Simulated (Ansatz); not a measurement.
A search over several starts for the lowest SCF solution of the cluster Nb₂S₂ at the given spin, in a small basis.

```yaml
crystal:
  periodic: [false, false, false]
  atoms:
    - {symbol: Nb, position_ang: [-0.142507, 1.209283, -0.358202]}
    - {symbol: Nb, position_ang: [0.706743, -0.912147, -0.530775]}
    - {symbol: S, position_ang: [1.061618, 0.305900, 1.449276]}
    - {symbol: S, position_ang: [-1.625864, -0.603045, -0.560298]}
basis:
  gaussian: {orbitals: def2-SVP}
hamiltonian: {xc: pbe0, dispersion: d4}
output: {orbitals: {seedname: orbitals}}
```

```sh
$ ansatz run in.yaml --threads 4 --pin off --events-out ev --progress --plain --max-ram 3916MiB
```

It prints (some lines left out):

```
Functional definition: PBE0
970 factors; integrals over basis functions are off by at most 7.4e-4 eV
mean field evaluation 1: about -24751.5660 eV, gradient 4.8e1 eV
mean field evaluation 2: about -24722.8152 eV, gradient 1.1e2 eV
mean field evaluation 4: about -24756.6780 eV, gradient 1.2e1 eV
mean field evaluation 8: about -24757.0965 eV, gradient 8.0e-1 eV
mean field evaluation 16: about -24757.1933 eV, gradient 6.8e-4 eV
mean field evaluation 32: about -24757.1799 eV, gradient 1.4e0 eV
mean field -24757.19328457 eV, -909.8100721796 hartree, gradient 3.8e-5 eV, S^2 0.000000; 4 other end points of the search recorded, 0 dependent functions left out
reference -24757.19332040 eV, -909.8100734964 hartree; 29, 29 occupied and 69, 69 virtual orbitals, 970 factors
Total energy: -24757.37732566 eV, -909.8168355648 hartree
```

It took 1.7 s on 4 threads of Intel Xeon 6975P-C on a shared host.

In the def2 sets Nb takes a core potential; there is no spin–orbit coupling. A triplet lies near this restricted singlet, and broken spin symmetry wasn't tried. The structure comes from a short search, and lower isomers may exist.
